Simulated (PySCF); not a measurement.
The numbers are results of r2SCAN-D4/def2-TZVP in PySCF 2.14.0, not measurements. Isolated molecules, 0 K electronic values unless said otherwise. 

Reference species (SMILES): `F[Si](F)(F)[SiH3]` (neutral, multiplicity 1).

| Property | Result |
|---|---|
| dipole moment | 1.97 D |

Changed species: `F[Si](F)(F)[GeH3]` (whole molecule; the reference has whole molecule).

Q: What does the change do to the dipole moment?

A: the dipole moment decreases by 0.10 D, to 1.87 D.
